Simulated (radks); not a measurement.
Values are calculated unless marked as measured or tabulated.
Neutral molybdenum, configuration [Kr] 4d4.5 5p1.5 (fractional occupations, a model configuration). Level of theory: scalar-relativistic Kohn-Sham, LDA (Slater exchange, Perdew-Wang correlation), spin-unpolarised, spherical densities, point nucleus (a radial shooting solver on a logarithmic mesh with Libxc functionals).

Radial electron density D(r) = 4 pi r^2 rho(r):

r (bohr),D(r) (e/bohr)
0.001615,1.959
0.002171,3.285
0.002943,5.491
0.003957,8.859
0.005362,14.04
0.007267,21.35
0.00977,30.42
0.01324,40.67
0.01795,49.34
0.02413,53.06
0.0327,50.54
0.04396,45.68
0.05958,46.94
0.08075,57.82
0.1086,65.65
0.1471,56.47
0.1994,42.10
0.2681,44.75
0.3634,49.46
0.4885,33.60
0.6621,14.96
0.8973,11.45
1.206,10.53
1.635,5.843
2.198,2.354
2.979,1.007
4.037,0.5392
5.428,0.2711
7.357,0.08767
9.97,0.01400
13.4,0.0009494

D(r) has 4 maxima, at r = 0.0247, 0.109, 0.341, 0.996 bohr, and minima at 0.0496, 0.220, 0.848 bohr, inside which lie 2.03, 11.09, 29.35 electrons.
